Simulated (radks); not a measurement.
Task: Spherical quantum dot in the effective-mass picture: electrons in a hard-walled sphere of radius 10.7, with a point charge +1 (a donor) at the centre, all in effective atomic units (hartree* = m*/eps^2 hartree, bohr* = eps/m* bohr), one dielectric constant everywhere. Calculated with a radial shooting solver with Libxc functionals: non-relativistic Kohn-Sham, PBE, spin-polarised, spherical densities. Levels are named by radial order and angular momentum (1s, 1p, 1d, 2s, ...), and open shells are averaged over m. Results are scaled to m* = 0.039 and eps = 9.1, for which hartree* = 12.82 meV and bohr* = 12.35 nm. At N = 1 the configuration is 1s(up 1, down 0). Does electron 2 go into 1p up or 1s down?

Result: Into 1s down. The total energies of the other choices lie higher by 1.25 meV (1p up).
